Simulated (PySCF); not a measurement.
**Bi⁺ (bismuth, charge +1): UHF calculation**

Configuration: [Xe] 4f14 5d10 6s2 6p2, high-spin 3P determinant. All numbers are calculated (PySCF 2.14, scalar relativity through the core potential, in cc-pVDZ-PP with ECP60MDF).

```
Total energy                                                  : -213.288243 hartree
One-electron energy                                           : -366.0071 hartree
Hartree (Coulomb) energy                                      : 168.6296 hartree
Exchange energy                                               : -15.9108 hartree
⟨S²⟩                                                          : 2.0077
⟨L²⟩                                                          : 2.016
Sum of ⟨r⟩                                                    : 30.00 bohr
Sum of ⟨r²⟩                                                   : 54.23 bohr²
Traceless quadrupole moment −½Σ⟨3z² − r²⟩ along its main axis : 3.67 e·bohr²
Time after the integrals                                      : 0.06 s of wall time on 1 thread of Neoverse-V2 (shared host)
```

```
shell  electrons  mean orbital energy (eV)  spread (eV)  rms radius, mean of both spins (bohr)
 5s α          1                   -190.28            0                                  0.899
 5s β          1                   -189.97            0                                  0.899
 5p α          3                   -124.29        0.221                                   1.02
 5p β          3                   -124.05        0.597                                   1.02
 5d α          5                   -44.129        0.438                                   1.32
 5d β          5                   -43.796        0.743                                   1.32
 6s α          1                   -27.970            0                                   2.32
 6s β          1                   -23.985            0                                   2.32
 6p α          2                   -15.655            0                                   3.01
```

Energies and moments cover only the electrons outside the core potential. Spin-orbit coupling is strong in this species (close to jj coupling), so the high-spin LS determinant is a model state, not a physical level.
